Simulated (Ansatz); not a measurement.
This geometry of AlBH₅OS (9 atoms, charge 1, multiplicity 1) is a first-order saddle point.

Method: Ansatz 0.2.0, RKS B3LYP/6-31G*.

```xyz
9
Properties=species:S:1:pos:R:3
B 1.447 2.012 -0.367
Al 0.786 -0.012 -0.464
O -0.852 -0.142 0.419
S -1.694 -1.481 0.632
H 1.131 2.795 -1.207
H 2.146 2.376 0.527
H 1.161 -1.446 -1.004
H -1.548 -2.204 1.753
H -2.576 -1.898 -0.288
```

Question: Which two structures does it join? (They come from a converged band through this point; their orientation in space is the band's.)

Answer: No bond is made or broken. The height of S4 over the plane of its neighbours goes from -0.67 to 0.69 Å.

First end point:

```xyz
9
Properties=species:S:1:pos:R:3
B 1.647 1.809 -0.368
Al 0.540 0.002 -0.554
O -0.972 -0.041 0.492
S -2.128 -1.099 0.673
H 1.417 2.734 -1.083
H 2.506 1.914 0.452
H 0.517 -1.400 -1.294
H -1.765 -1.767 1.807
H -1.761 -2.152 -0.125
```

Last end point:

```xyz
9
Properties=species:S:1:pos:R:3
B 1.550 1.851 -0.354
Al 0.861 -0.150 -0.569
O -0.740 -0.382 0.330
S -1.629 -1.687 0.452
H 1.223 2.695 -1.129
H 2.274 2.153 0.543
H 1.225 -1.533 -1.236
H -1.887 -1.736 1.791
H -2.877 -1.212 0.172
```

Question: How far does it lie above each of them?

Answer: 162.2 kJ/mol above the first and 164.0 kJ/mol above the second. This is the barrier of this one path; another mechanism may lie lower. Limits of this set-up: the dipole of an ion depends on the origin.

The run took 11 min on 1 thread of Arm Neoverse N1, on a shared host, peak memory 0.16 GiB.
